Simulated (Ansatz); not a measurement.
**Nudged elastic band run: CH6NOSi2**

The input (input.yaml):

```yaml
crystal:
  periodic: [false, false, false]
  atoms:
    - { symbol: H, position_ang: [-0.831068, 1.534226, -0.10593] }
    - { symbol: Si, position_ang: [0.639026, 1.455853, 0.0751] }
    - { symbol: O, position_ang: [1.101145, -0.107876, 0.176955] }
    - { symbol: Si, position_ang: [1.355583, -1.722581, 0.293845] }
    - { symbol: C, position_ang: [-3.90631, 0.799658, -0.674403] }
    - { symbol: "N", position_ang: [-4.949808, 0.403876, -0.987966] }
    - { symbol: H, position_ang: [1.293961, 2.103466, -1.080559] }
    - { symbol: H, position_ang: [1.001784, 2.174998, 1.314479] }
    - { symbol: H, position_ang: [2.043214, -2.207656, -0.921489] }
    - { symbol: H, position_ang: [0.059656, -2.423523, 0.432266] }
    - { symbol: H, position_ang: [2.192816, -2.01024, 1.477699] }
magnetization:
  spin_polarized: true
  initial_magnetization: 1
basis:
  gaussian: { orbitals: def2-SVP }
hamiltonian:
  xc: hf
neb:
  order_check: false
  images: 5
  f_tol: 0.05
  max_iterations: 60
  final_atoms:
    - { symbol: H, position_ang: [-2.75938558, 1.1657242, -0.47490009] }
    - { symbol: Si, position_ang: [0.71710239, 1.2707319, 0.06500574] }
    - { symbol: O, position_ang: [1.3843181, -0.21388031, 0.21353637] }
    - { symbol: Si, position_ang: [1.72280266, -1.81472043, 0.35847776] }
    - { symbol: C, position_ang: [-3.81085577, 1.20316446, -0.66880472] }
    - { symbol: "N", position_ang: [-4.92267931, 1.24172468, -0.87392518] }
    - { symbol: H, position_ang: [1.2651294, 1.9713487, -1.11849031] }
    - { symbol: H, position_ang: [0.93584407, 2.06691599, 1.29403109] }
    - { symbol: H, position_ang: [2.54206446, -2.25201521, -0.79092199] }
    - { symbol: H, position_ang: [0.46119418, -2.5882274, 0.38109025] }
    - { symbol: H, position_ang: [2.4644644, -2.05056557, 1.61489808] }
  initial_path:
    images:
      - { positions_ang: [[-0.831068, 1.534226, -0.10593], [0.639026, 1.455853, 0.0751], [1.101145, -0.107876, 0.176955], [1.355583, -1.722581, 0.293845], [-3.90631, 0.799658, -0.674403], [-4.949808, 0.403876, -0.987966], [1.293961, 2.103466, -1.080559], [1.001784, 2.174998, 1.314479], [2.043214, -2.207656, -0.921489], [0.059656, -2.423523, 0.432266], [2.192816, -2.01024, 1.477699]] }
      - { positions_ang: [[-1.03268728, 1.41370548, -0.15633839], [0.55865741, 1.44161572, 0.06350279], [1.05281397, -0.10467706, 0.16314532], [1.3091814, -1.71423734, 0.28616297], [-3.52533095, 0.81254541, -0.62182431], [-4.58132087, 0.45321304, -0.90817919], [1.18457618, 2.07495958, -1.10537805], [0.88195837, 2.13880905, 1.31556716], [1.98513658, -2.16699606, -0.93979395], [0.01083944, -2.39259713, 0.43884212], [2.15617476, -1.95613969, 1.46429055]] }
      - { positions_ang: [[-1.23430655, 1.29318496, -0.20674679], [0.47828882, 1.42737843, 0.05190557], [1.00448295, -0.10147811, 0.14933564], [1.26277979, -1.70589369, 0.27848093], [-3.14435191, 0.82543281, -0.56924563], [-4.21283375, 0.50255008, -0.82839239], [1.07519136, 2.04645316, -1.1301971], [0.76213273, 2.1026201, 1.31665532], [1.92705916, -2.12633612, -0.95809889], [-0.03797713, -2.36167125, 0.44541824], [2.11953352, -1.90203938, 1.4508821]] }
      - { positions_ang: [[-1.43592583, 1.17266444, -0.25715518], [0.39792023, 1.41314115, 0.04030836], [0.95615192, -0.09827917, 0.13552596], [1.21637819, -1.69755003, 0.2707989], [-2.76337286, 0.83832022, -0.51666694], [-3.84434662, 0.55188712, -0.74860558], [0.96580654, 2.01794675, -1.15501615], [0.6423071, 2.06643116, 1.31774348], [1.86898175, -2.08567618, -0.97640384], [-0.08679369, -2.33074538, 0.45199437], [2.08289227, -1.84793907, 1.43747365]] }
      - { positions_ang: [[-1.87707908, 1.17035103, -0.32973682], [0.50431428, 1.3656714, 0.04854082], [1.09887398, -0.13681288, 0.16152943], [1.38518635, -1.73660683, 0.30002518], [-3.11253383, 0.95993497, -0.56737954], [-4.20379085, 0.78183297, -0.79037878], [1.06558082, 2.00241406, -1.14284087], [0.74015276, 2.06659277, 1.30983935], [2.09334265, -2.14112252, -0.91457656], [0.09586893, -2.41657272, 0.42835966], [2.21008298, -1.91548124, 1.49661513]] }
      - { positions_ang: [[-2.31823233, 1.16803762, -0.40231846], [0.61070834, 1.31820165, 0.05677328], [1.24159604, -0.1753466, 0.1875329], [1.55399451, -1.77566363, 0.32925147], [-3.4616948, 1.08154971, -0.61809213], [-4.56323508, 1.01177882, -0.83215198], [1.16535511, 1.98688138, -1.13066559], [0.83799841, 2.06675438, 1.30193522], [2.31770356, -2.19656886, -0.85274927], [0.27853156, -2.50240006, 0.40472496], [2.33727369, -1.9830234, 1.5557566]] }
      - { positions_ang: [[-2.75938558, 1.1657242, -0.47490009], [0.71710239, 1.2707319, 0.06500574], [1.3843181, -0.21388031, 0.21353637], [1.72280266, -1.81472043, 0.35847776], [-3.81085577, 1.20316446, -0.66880472], [-4.92267931, 1.24172468, -0.87392518], [1.2651294, 1.9713487, -1.11849031], [0.93584407, 2.06691599, 1.29403109], [2.54206446, -2.25201521, -0.79092199], [0.46119418, -2.5882274, 0.38109025], [2.4644644, -2.05056557, 1.61489808]] }
```

Run as:

```bash
$ ansatz run input.yaml --threads 2 --pin off --max-ram 3072MiB --backend cpu --events-out ev --progress --plain --runs-dir out
```

Output, in part (warnings, iteration lines, the closing report on the highest movable image, with atoms numbered from 0):

```
NEB end point (image 0): max|allowed force component| = 2.419e-2 eV/Å (the criterion of neb.relax_end_points is 1.000e-2)
NEB end point (image 6): max|allowed force component| = 1.962e-2 eV/Å (the criterion of neb.relax_end_points is 1.000e-2)
NEB iter   1: max|band force component| = 5.416e0 eV/Å  barrier→ = 0.5288 eV  barrier← = 1.8533 eV  Δτ_max = 0.2000 Å  (765 SCF iters)
NEB iter   2: max|band force component| = 1.764e0 eV/Å  barrier→ = 0.1722 eV  barrier← = 1.4966 eV  Δτ_max = 0.2000 Å  (205 SCF iters)
NEB iter   3: max|band force component| = 1.724e0 eV/Å  barrier→ = 0.1279 eV  barrier← = 1.4523 eV  Δτ_max = 0.1866 Å  (196 SCF iters)
NEB iter   4: max|band force component| = 2.789e0 eV/Å  barrier→ = 0.1430 eV  barrier← = 1.4675 eV  Δτ_max = 0.0924 Å  (186 SCF iters)
NEB iter   5: max|band force component| = 2.689e-1 eV/Å  barrier→ = 0.1376 eV  barrier← = 1.4621 eV  CI = image 2  Δτ_max = 0.1880 Å  (196 SCF iters)
NEB iter   6: max|band force component| = 4.436e-1 eV/Å  barrier→ = 0.1728 eV  barrier← = 1.4973 eV  CI = image 2  Δτ_max = 0.0920 Å  (179 SCF iters)
NEB iter   7: max|band force component| = 2.275e-1 eV/Å  barrier→ = 0.1660 eV  barrier← = 1.4904 eV  CI = image 2  Δτ_max = 0.1101 Å  (177 SCF iters)
NEB iter   8: max|band force component| = 1.244e-1 eV/Å  barrier→ = 0.1625 eV  barrier← = 1.4870 eV  CI = image 2  Δτ_max = 0.0976 Å  (191 SCF iters)
NEB iter   9: max|band force component| = 1.218e-1 eV/Å  barrier→ = 0.1621 eV  barrier← = 1.4866 eV  CI = image 2  Δτ_max = 0.0712 Å  (181 SCF iters)
NEB iter  10: max|band force component| = 9.982e-2 eV/Å  barrier→ = 0.1618 eV  barrier← = 1.4863 eV  CI = image 2  Δτ_max = 0.0567 Å  (175 SCF iters)
NEB iter  11: max|band force component| = 7.227e-2 eV/Å  barrier→ = 0.1617 eV  barrier← = 1.4862 eV  CI = image 2  Δτ_max = 0.0472 Å  (171 SCF iters)
NEB iter  12: max|band force component| = 3.857e-2 eV/Å  barrier→ = 0.1616 eV  barrier← = 1.4860 eV  CI = image 2  Δτ_max = 0.0000 Å  (753 SCF iters)
Total energy: -20358.95035609 eV, -748.1776257942 hartree
Atom 0 at    -1.230063     1.214341    -0.236474 Å, force     0.007202     0.003747     0.000608 eV/Å
Atom 1 at     0.300599     1.343354     0.001887 Å, force     0.000999     0.004408     0.001452 eV/Å
Atom 2 at     0.937967    -0.142517     0.132168 Å, force    -0.011876    -0.019617     0.002206 eV/Å
Atom 3 at     1.310891    -1.741634     0.285377 Å, force     0.003893     0.019449    -0.002023 eV/Å
Atom 4 at    -2.893791     0.986381    -0.522129 Å, force    -0.004919    -0.008466    -0.005025 eV/Å
Atom 5 at    -4.012732     0.795044    -0.739776 Å, force     0.005104     0.005246     0.004288 eV/Å
Atom 6 at     0.850043     2.064194    -1.160156 Å, force    -0.001410    -0.001560    -0.001876 eV/Å
Atom 7 at     0.470148     2.115807     1.245993 Å, force     0.000802    -0.000638     0.000473 eV/Å
Atom 8 at     2.039916    -2.185712    -0.919336 Å, force     0.001572    -0.000442     0.000146 eV/Å
Atom 9 at     0.066338    -2.523709     0.433434 Å, force    -0.000834    -0.001218    -0.000882 eV/Å
Atom 10 at     2.160685    -1.925347     1.479010 Å, force    -0.000532    -0.000910     0.000633 eV/Å
Dipole moment:     0.896365     0.021230     0.170026 e Å
```

The run converged. Neighbouring images differ by up to 1.2 eV, so the band resolves the path poorly. A vibrational analysis at the climbing image gives one clearly imaginary mode, 324i cm⁻¹: a first-order saddle point.

Final band (atoms are numbered from 1 in the order of the input):

```
image  path coordinate (Å)  energy (kJ/mol)  H1–Si2 (Å)  H1–C5 (Å)
    0                 0.00              0.0        1.48       3.21
    1                 0.89              2.6        1.48       2.47
    2                 1.77             15.6        1.55       1.70
    3                 2.55           -104.6        2.42       1.08
    4                 3.32           -124.6        2.99       1.07
    5                 4.10           -127.6        3.47       1.07
    6                 4.87           -127.8        3.52       1.07
```

The run took 120 s on 2 threads of Arm Neoverse V2, on a shared host, peak memory 0.3 GiB.
